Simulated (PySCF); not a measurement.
Computed IR spectrum (relative IR intensity) of a molecule CH7FSi2. Geometry optimised at PBE-D3(BJ)/def2-SVP. One conformer was computed; it need not be the lowest. These are PBE-D3(BJ)/def2-SVP (PySCF) values and carry that method's errors. Frequencies are harmonic and unscaled.

Lines under 2 % of the strongest are left out, and lines within 2 cm⁻¹ are merged.

| ν (cm⁻¹) | relative intensity |
|---|---|
| 279 | 2.9 |
| 670 | 4.7 |
| 713 | 9.5 |
| 739 | 27 |
| 777 | 38 |
| 830 | 2.5 |
| 876 | 100 |
| 913 | 30 |
| 919 | 9.4 |
| 924 | 41 |
| 927 | 46 |
| 992 | 13 |
| 1034 | 31 |
| 1327 | 3.5 |
| 2160 | 44 |
| 2168 | 27 |
| 2175 | 36 |
| 2183 | 46 |
| 2187 | 42 |

### Question
Which structure fits?
(A) C[SiH2][SiH2]F
(B) FC[SiH2][SiH3]
(C) C[Si@@H](F)[SiH3]
(D) F[SiH2]C[SiH3]

### Answer
D, F[SiH2]C[SiH3]
